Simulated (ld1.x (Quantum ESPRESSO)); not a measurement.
## LDA (PZ) TM dataset for mercury, fully relativistic all-electron reference.

Hg (Z = 80), norm-conserving Troullier–Martins (Kleinman–Bylander form), made with ld1.x (Quantum ESPRESSO) 7.5 (LDA (PZ), fully relativistic). Core [Xe] 4f14, reference 5d10 6s1 6p1. Waves: 6p (bound): rc 2.45 bohr; 5d (bound): rc 2.15 bohr; 5f channel at 0.15 Ry: rc 2.00 bohr; 6s (bound): rc 1.65 bohr. Local part: the s channel. Core correction: a·sin(br)/r model core inside 1.15 bohr.

Open shells are filled in proportion to 2j + 1 (rel_dist='average').

All-electron outer shells of the reference configuration (LDA (PZ), scalar-relativistic, ld1.x):

```json
{"shell": "4f", "level (eV)": "-98.53", "outermost node (bohr)": "–", "outermost maximum (bohr)": "0.37"}
{"shell": "5p", "level (eV)": "-68.98", "outermost node (bohr)": "0.51", "outermost maximum (bohr)": "0.92"}
{"shell": "5d", "level (eV)": "-12.19", "outermost node (bohr)": "0.55", "outermost maximum (bohr)": "1.17"}
{"shell": "6s", "level (eV)": "-8.69", "outermost node (bohr)": "1.08", "outermost maximum (bohr)": "2.16"}
{"shell": "6p", "level (eV)": "-2.28", "outermost node (bohr)": "1.27", "outermost maximum (bohr)": "3.10"}
```

Estimate the cutoffs (Ry, on a coarse ladder) from which the occupation-weighted sum of valence levels, in a spherical-Bessel basis at the reference potential, stays within 10 and 1 mRy of its value at 400 Ry.

45 Ry and 90 Ry.

What does a ghost test show?

No extra level below or beside the all-electron valence levels (p1/2, p3/2, d3/2, d5/2, f5/2, f7/2, s tested).

Tests: 5d10 6s2 6p0; 5d10 6s1 6p0; 5d10 6s0 6p0; 5d10 6s0 6p1; 5d8 6s0 6p0; 5d9 6s2 6p1; 5d10 6s0 6p2. Which has the largest error in its energy relative to the reference configuration, and how large is it?

5d8 6s0 6p0, with -406 meV (all-electron minus pseudo) on +110.22 eV.
